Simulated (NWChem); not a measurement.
System: GeH4TeO; SMILES [GeH3][Te]O

Here is an NWChem input.

```
start job
memory heap 200 mb stack 900 mb global 1100 mb
geometry units angstroms noautoz
  Te     0.328219     0.880696     0.215743
  O     -1.600076     1.280938    -0.216353
  H     -2.057839     1.318956     0.633566
  Ge    -0.019029    -1.657105     0.061378
  H      1.338453    -2.321434     0.361144
  H     -1.064761    -2.099002     1.101008
  H     -0.500244    -2.031447    -1.349897
end
basis spherical
  Te library def2-svp
  O library def2-svp
  H library def2-svp
  Ge library def2-svp
end
ecp
  Te library def2-ecp
end
dft
  xc b3lyp
  iterations 150
  mulliken
end
task dft energy
```

NWChem printed, in part:

```
             Northwest Computational Chemistry Package (NWChem) 7.3.0
             --------------------------------------------------------

 C1  symmetry detected

                             Geometry "geometry" -> ""
                             -------------------------

 Output coordinates in angstroms (scale by  1.889725989 to convert to a.u.)

  No.       Tag          Charge          X              Y              Z
 ---- ---------------- ---------- -------------- -------------- --------------
    1 Te                  52.0000     0.30467793     0.91022594    -0.00347264
    2 O                    8.0000    -1.67930774     1.26391858    -0.06611919
    3 H                    1.0000    -1.96485679     1.32565617     0.85475260
    4 Ge                  32.0000    -0.00849230    -1.63668731    -0.00445841
    5 H                    1.0000     1.39597488    -2.26810550     0.04782012
    6 H                    1.0000    -0.82325541    -2.05686338     1.23217900
    7 H                    1.0000    -0.74489923    -2.06979090    -1.28255193

 Effective nuclear repulsion energy (a.u.)     574.5554534604

                                 NWChem DFT Module
                                 -----------------

 Summary of "ao basis" -> "ao basis" (spherical)
 ------------------------------------------------------------------------------
       Tag                 Description            Shells   Functions and Types
 ---------------- ------------------------------  ------  ---------------------
 Te                         def2-svp                10       26   4s4p2d
 O                          def2-svp                 6       14   3s2p1d
 H                          def2-svp                 3        5   2s1p
 Ge                         def2-svp                12       32   5s4p3d

            General Information
            -------------------
          SCF calculation type: DFT
          Wavefunction type:  closed shell.
          No. of atoms     :     7
          No. of electrons :    68
           Alpha electrons :    34
            Beta electrons :    34
          Charge           :     0
          Spin multiplicity:     1
          Use of symmetry is: off; symmetry adaption is: off
          Maximum number of iterations: 150
          AO basis - number of functions:    92
                     number of shells:    40
          Convergence on energy requested:  1.00D-06
          Convergence on density requested:  1.00D-05
          Convergence on gradient requested:  5.00D-04

              XC Information
              --------------
                         B3LYP Method XC Potential
                     Hartree-Fock (Exact) Exchange  0.200
                        Slater Exchange Functional  0.800 local
                    Becke 1988 Exchange Functional  0.720 non-local
              Lee-Yang-Parr Correlation Functional  0.810
                  VWN I RPA Correlation Functional  0.190 local

             Grid Information
             ----------------
          Grid used for XC integration:  medium
          Radial quadrature: Mura-Knowles
          Angular quadrature: Lebedev.
          Tag              B.-S. Rad. Rad. Pts. Rad. Cut. Ang. Pts.
          ---              ---------- --------- --------- ---------
          Te                  1.40      123          10.0       590
          O                   0.60       49          12.0       434
          H                   0.35       45          12.0       434
          Ge                  1.25      112          10.0       590
          Grid pruning is: on
          Number of quadrature shells:   464
          Spatial weights used:  Erf1

      Superposition of Atomic Density Guess
      -------------------------------------

 Sum of atomic energies:       -2462.95547867

      Non-variational initial energy
      ------------------------------

 Total energy =   -2419.260963
 1-e energy   =   -4088.755436
 2-e energy   =    1357.626246
 HOMO         =      -0.232303
 LUMO         =      -0.075190

     ---------------------------------------------
      Total Density - Mulliken Population Analysis
     ---------------------------------------------

    Atom       Charge   Shell Charges
 -----------   ------   -------------------------------------------------------
    1 Te  24    23.72   1.77  0.27  1.21  0.64  2.89  3.14  1.89  1.84  9.85  0.23
    2 O    8     8.81   1.99  1.10  0.70  2.99  2.01  0.00
    3 H    1     0.66   0.53  0.07  0.06
    4 Ge  32    31.62   2.00  2.00  2.00  1.06  0.27  6.00  5.98  1.17  1.07  8.13  1.81  0.14
    5 H    1     1.05   0.67  0.38  0.01
    6 H    1     1.07   0.68  0.38  0.01
    7 H    1     1.07   0.68  0.38  0.01

   convergence    iter        energy       DeltaE   RMS-Dens  Diis-err
 ---------------- ----- ----------------- --------- --------- ---------
 d= 0,ls=0.0,diis     1  -2422.3856008905 -2.73D+03  1.65D-02  4.90D-01
 d= 0,ls=0.0,diis     2  -2422.2773192448  1.08D-01  1.00D-02  1.50D+00
 d= 0,ls=0.0,diis     3  -2422.4444604089 -1.67D-01  1.99D-03  6.92D-02
 d= 0,ls=0.0,diis     4  -2422.4512910895 -6.83D-03  8.35D-04  2.22D-03
 d= 0,ls=0.0,diis     5  -2422.4516348411 -3.44D-04  2.96D-04  5.89D-04
  Resetting Diis
 d= 0,ls=0.0,diis     6  -2422.4517276010 -9.28D-05  3.61D-05  2.84D-05
 d= 0,ls=0.0,diis     7  -2422.4517294221 -1.82D-06  1.15D-05  7.30D-07
 d= 0,ls=0.0,diis     8  -2422.4517294136  8.50D-09  6.51D-06  9.92D-07

         Total DFT energy =    -2422.451729413597
      One electron energy =    -4089.720381670913
           Coulomb energy =     1465.444411064851
    Exchange-Corr. energy =     -110.043986057436
 Nuclear repulsion energy =      311.868227249901

 Numeric. integr. density =       67.999998308245

                       DFT Final Molecular Orbital Analysis
                       ------------------------------------

 Vector   32  Occ=2.000000D+00  E=-3.383619D-01
              MO Center= -7.5D-01,  4.4D-01,  2.9D-02, r^2= 4.4D+00
   Bfn.  Coefficient  Atom+Function         Bfn.  Coefficient  Atom+Function
  ----- ------------  ---------------      ----- ------------  ---------------
    31      0.389484  2 O  py                34      0.287166  2 O  py
    11      0.206964  1 Te px                12      0.193351  1 Te py
    83      0.167695  6 H  s                 30     -0.164660  2 O  px
    57     -0.158768  4 Ge px                15      0.157411  1 Te py
    78     -0.141764  5 H  s                  3      0.140539  1 Te s

 Vector   33  Occ=2.000000D+00  E=-2.702594D-01
              MO Center= -4.6D-01,  4.4D-01, -1.8D-02, r^2= 4.0D+00
   Bfn.  Coefficient  Atom+Function         Bfn.  Coefficient  Atom+Function
  ----- ------------  ---------------      ----- ------------  ---------------
    31      0.410274  2 O  py                12     -0.344300  1 Te py
    34      0.325569  2 O  py                58      0.269656  4 Ge py
    15     -0.198473  1 Te py                49      0.169106  4 Ge s
    61      0.161826  4 Ge py                 3     -0.154752  1 Te s
    55     -0.145733  4 Ge py                 9      0.129676  1 Te py

 Vector   34  Occ=2.000000D+00  E=-2.211482D-01
              MO Center=  2.0D-01,  7.6D-01,  8.0D-03, r^2= 2.8D+00
   Bfn.  Coefficient  Atom+Function         Bfn.  Coefficient  Atom+Function
  ----- ------------  ---------------      ----- ------------  ---------------
    13      0.583126  1 Te pz                16      0.533341  1 Te pz
    10     -0.227407  1 Te pz                 7     -0.177135  1 Te pz
    32     -0.145049  2 O  pz                84     -0.104914  6 H  s
    35     -0.100911  2 O  pz                89      0.100573  7 H  s
    41     -0.094283  3 H  s                 29      0.086720  2 O  s

 Vector   35  Occ=0.000000D+00  E=-7.131975D-02
              MO Center= -3.9D-02,  7.7D-01,  3.9D-02, r^2= 3.8D+00
   Bfn.  Coefficient  Atom+Function         Bfn.  Coefficient  Atom+Function
  ----- ------------  ---------------      ----- ------------  ---------------
    14      0.571790  1 Te px                29      0.399949  2 O  s
    11      0.385123  1 Te px                15     -0.344114  1 Te py
    30      0.302934  2 O  px                33      0.285108  2 O  px
    12     -0.179601  1 Te py                 3     -0.176213  1 Te s
    42     -0.166292  3 H  s                 61     -0.161283  4 Ge py

 Vector   36  Occ=0.000000D+00  E=-2.221314D-02
              MO Center=  1.3D-01, -4.0D-01,  3.6D-03, r^2= 5.5D+00
   Bfn.  Coefficient  Atom+Function         Bfn.  Coefficient  Atom+Function
  ----- ------------  ---------------      ----- ------------  ---------------
    61      0.819524  4 Ge py                15      0.799102  1 Te py
    50      0.660439  4 Ge s                  4     -0.539171  1 Te s
    49      0.520551  4 Ge s                 14      0.341145  1 Te px
     3     -0.331499  1 Te s                 12      0.321736  1 Te py
    48     -0.252267  4 Ge s                 58      0.247334  4 Ge py

 Vector   37  Occ=0.000000D+00  E= 4.075814D-02
              MO Center= -1.9D-01, -1.7D+00,  2.3D-01, r^2= 5.2D+00
   Bfn.  Coefficient  Atom+Function         Bfn.  Coefficient  Atom+Function
  ----- ------------  ---------------      ----- ------------  ---------------
    84     -0.980258  6 H  s                 49      0.913006  4 Ge s
    61     -0.889605  4 Ge py                79     -0.842648  5 H  s
    50      0.663101  4 Ge s                 89     -0.497626  7 H  s
    42     -0.427534  3 H  s                 48     -0.328267  4 Ge s
    62      0.328411  4 Ge pz                 4      0.221151  1 Te s

     ---------------------------------------------
      Total Density - Mulliken Population Analysis
     ---------------------------------------------

    Atom       Charge   Shell Charges
 -----------   ------   -------------------------------------------------------
    1 Te  24    23.80   1.77  0.28  1.36  0.50  2.89  3.15  2.08  1.65  9.81  0.31
    2 O    8     8.46   1.99  1.09  0.73  2.81  1.83  0.01
    3 H    1     0.81   0.68  0.06  0.07
    4 Ge  32    31.76   2.00  2.00  1.99  1.21  0.14  6.00  5.98  1.42  0.92  8.08  1.82  0.20
    5 H    1     1.07   0.71  0.34  0.01
    6 H    1     1.06   0.72  0.33  0.01
    7 H    1     1.05   0.71  0.32  0.01

     -------------------------------------------
      Total Density - Lowdin Population Analysis
     -------------------------------------------

    Atom       Charge   Shell Charges
 -----------   ------   -------------------------------------------------------
    1 Te  24    23.72   1.23  0.75  1.04  0.73  2.73  3.17  2.02  1.86  9.56  0.63
    2 O    8     8.31   1.97  0.93  0.67  2.66  2.06  0.02
    3 H    1     0.94   0.57  0.18  0.19
    4 Ge  32    31.86   2.00  2.00  1.94  0.79  0.37  5.99  5.82  1.43  1.28  7.79  2.04  0.41
    5 H    1     1.06   0.61  0.42  0.03
    6 H    1     1.06   0.61  0.42  0.03
    7 H    1     1.05   0.61  0.41  0.03

     Multipole analysis of the density
     ---------------------------------

     L   x y z        total         alpha         beta         nuclear
     -   - - -        -----         -----         ----         -------
     0   0 0 0     -0.000000    -34.000000    -34.000000     68.000000

     1   1 0 0      0.304468      8.212843      8.212843    -16.121218
     1   0 1 0     -0.273660     23.944256     23.944256    -48.162173
     1   0 0 1      0.529278      0.172766      0.172766      0.183745

     2   2 0 0    -37.832183    -75.754622    -75.754622    113.677060
     2   1 1 0      0.386604     22.361229     22.361229    -44.335854
     2   1 0 1     -2.439744      0.222199      0.222199     -2.884143
     2   0 2 0    -37.701124   -257.755533   -257.755533    477.809943
     2   0 1 1      1.603387     -0.330203     -0.330203      2.263793
     2   0 0 2    -38.949064    -26.495231    -26.495231     14.041399
```

Level: B3LYP/def2-SVP with def2 effective core potentials on Te. Structure relaxed at the PBE0/def2-SVP level. B3LYP is NWChem's, with the RPA form of VWN correlation. def2 effective core potentials on Te; no spin-orbit coupling.
